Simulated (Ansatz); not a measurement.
C2H9AlO2Si (SMILES C[SiH2][CH2][Al]([OH])[OH]), singlet, at a GFN2-xTB geometry (such geometries of metal compounds can be far from the true shape), with bond 9-2 at 1.8 times its length; Ansatz (a quantum-chemistry and plane-wave program) with SC-NEVPT2/STO-3G, CASSCF(4,6).

Input for Ansatz:
Ansatz 0.2 input:
```yaml
crystal:
  periodic: [false, false, false]
  atoms:
    - {symbol: Si, position_ang: [-1.53195267, 0.36272141, -1.13800164]}
    - {symbol: C, position_ang: [-1.97052746, 0.48024726, 0.70515438]}
    - {symbol: C, position_ang: [0.06464502, -0.65228317, -1.28691584]}
    - {symbol: Al, position_ang: [1.13000834, -0.25745010, 0.35583303]}
    - {symbol: O, position_ang: [1.25765762, -1.43198959, 1.50369861]}
    - {symbol: O, position_ang: [1.79638556, 1.24255123, 0.48579329]}
    - {symbol: H, position_ang: [-2.64661686, -0.28020259, -1.85665817]}
    - {symbol: H, position_ang: [-1.35888063, 1.71758067, -1.68439538]}
    - {symbol: H, position_ang: [-3.19663614, 1.94418364, 1.11516113]}
    - {symbol: H, position_ang: [-2.41913145, -0.43922609, 1.06899088]}
    - {symbol: H, position_ang: [-1.04839540, 0.64173118, 1.27266574]}
    - {symbol: H, position_ang: [-0.16933499, -1.71494378, -1.34000778]}
    - {symbol: H, position_ang: [0.57733814, -0.38985020, -2.21057783]}
    - {symbol: H, position_ang: [1.30545675, -2.11927685, 2.14979860]}
    - {symbol: H, position_ang: [2.17144135, 2.10711640, 0.54807514]}
basis:
  gaussian:
    orbitals: STO-3G
magnetization: {spin_polarized: false}
correlation: {method: sc_nevpt2, electrons: all, active_space: {window: {electrons: 4, orbitals: 6}}}
```

What the program printed (banner, timings and long lists left out):

```
Functional definition: HF
598 factors; integrals over basis functions are off by at most 5.2e-5 eV
mean field evaluation 1: about -20463.9669 eV, gradient 3.3e1 eV
mean field evaluation 2: about -20464.0800 eV, gradient 3.3e1 eV
mean field evaluation 4: about -20468.0562 eV, gradient 2.5e0 eV
mean field evaluation 8: about -20468.0841 eV, gradient 1.3e-4 eV
mean field -20468.08412979 eV, -752.1882180040 hartree, gradient 1.6e-6 eV, S^2 0.000000; 0 other end points of the search recorded, 0 dependent functions left out; unrestricted orbitals would lower it
reference -20468.08412979 eV, -752.1882180040 hartree; 32, 32 occupied and 15, 15 virtual orbitals, 598 factors
state -20470.90070651 eV, -752.2917252893 hartree
state -20470.90070651 eV, -752.2917252893 hartree; corrected -20476.70725942 eV, -752.5051121729 hartree
state -20470.81153325 eV, -752.2884482326 hartree
state -20470.81153325 eV, -752.2884482326 hartree; corrected -20476.68788195 eV, -752.5044000642 hartree
state -20470.90070651 eV, -752.2917252893 hartree; corrected -20476.70725942 eV, -752.5051121729 hartree
2 active orbitals were swapped for others, from the solution at -20470.81138306 eV, -752.2884427133 hartree to that at -20470.90056636 eV, -752.2917201388 hartree; typed "places" are swapped only where nearly empty or full, and so, without "given_window_search", are "orbital_numbers", "shells" and a window whose orbitals a file names under [Active]
Total energy: -20476.70725942 eV, -752.5051121729 hartree
```
